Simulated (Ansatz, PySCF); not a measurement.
C2H10O2Si2, SMILES [SiH2](O)C([SiH2]O)C.

Geometry optimised at B3LYP-D3(BJ)/def2-SVP. This is a generated structure with no PubChem entry under its InChIKey; it may be hypothetical. Other conformers were not sampled.

Vertical ionisation energy (IE) and electron affinity (EA) in eV. Rows of orbital energies are one-electron estimates. Where ΔSCF, EOM or ADC give a negative EA the extra electron is unbound and the value depends on the basis.

```tsv
level	IE	EA
−ε(HOMO), −ε(LUMO), PBE0/def2-TZVP (PySCF)	7.84	-0.03
−ε(HOMO), −ε(LUMO), PBE/def2-TZVP (PySCF)	6.52	0.85
ΔSCF, CAM-B3LYP/def2-SVPD (Ansatz), final states of multiplicity 2 and 2	9.94	-1.27
ΔSCF, PBE/def2-SVPD (Ansatz), final states of multiplicity 2 and 2	9.22	-0.81
```

Question: What vertical singlet–triplet gap does ΔSCF give with CAM-B3LYP/def2-SVPD (Ansatz, an electronic-structure program) and with PBE/def2-SVPD (Ansatz)? (The exact figures need the calculation; the answer reports its results.)

Answer: 6.76 and 5.63 eV (triplet above singlet where positive).
